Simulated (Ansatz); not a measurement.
Consider the formal exchange of groups at the Si–Si bond: `N[SiH]([AlH2])[SiH3]` + `CC1CO1` → `[SiH3]C1CO1` + `C[SiH](N)[AlH2]`.

Program: Ansatz. Geometries: PBE0-D4/def2-TZVP. ΔE: electronic, gas phase. CBS: MP2 limit from def2 TZ/QZ plus the TZ coupled-cluster correction, frozen cores. One conformer a species, not always the lowest.

`N[SiH]([AlH2])[SiH3]`:

Cartesian coordinates in Å:
```
N -0.144 -1.975 -0.389
Si -0.225 -0.246 -0.594
Al -2.022 0.998 0.552
Si 1.837 0.648 0.078
H -0.916 -2.529 -0.728
H 0.153 -2.327 0.508
H -0.336 0.019 -2.062
H -2.240 2.552 0.281
H -2.975 0.279 1.609
H 2.983 0.116 -0.710
H 2.083 0.335 1.516
H 1.801 2.130 -0.061
```

`CC1CO1`:

```xyz
10

C     0.929   -0.669    0.498
C     0.210    0.291   -0.395
C    -1.236    0.476   -0.334
O    -0.355    1.437    0.224
H     0.364   -0.832    1.418
H     1.067   -1.630   -0.003
H     1.915   -0.283    0.766
H     0.698    0.509   -1.345
H    -1.812   -0.100    0.387
H    -1.781    0.801   -1.216
```

`[SiH3]C1CO1`:

Z-matrix (Å, degrees):
```
Si
C 1 1.875
H 1 1.488 2 109.6
H 1 1.486 2 110.4 3 119.8
H 1 1.485 2 108.4 3 -119.9
C 2 1.468 1 121.2 3 100.1
O 2 1.436 1 115.4 3 166.6
H 2 1.091 1 118.4 3 -54.7
H 6 1.087 2 118.9 1 -153.6
H 6 1.088 2 119.8 1 -1.7
```

`C[SiH](N)[AlH2]`:

```xyz
12

C    -0.216   -1.532   -0.791
Si   -0.170   -0.146    0.487
N     1.366    0.106    1.245
Al   -0.867    2.025   -0.444
H     0.444   -1.325   -1.637
H     0.098   -2.479   -0.343
H    -1.231   -1.666   -1.177
H    -1.107   -0.567    1.575
H     2.067    0.672    0.795
H     1.791   -0.609    1.814
H    -2.387    2.357   -0.785
H     0.213    3.163   -0.737
```

| species | MP2/def2-TZVPP energy (Eh) |
| --- | --- |
| `N[SiH]([AlH2])[SiH3]` | -879.49140 |
| `CC1CO1` | -192.73550 |
| `[SiH3]C1CO1` | -443.73222 |
| `C[SiH](N)[AlH2]` | -628.50117 |

(1) Work out ΔE.

Largest T1 diagnostic among the species: 0.013.

Answers

(1) ΔE = (-443.73222) + (-628.50117) − (-879.49140) − (-192.73550) = -0.00649 Eh = -0.18 eV. CCSD(T)/CBS gives -0.11 eV.
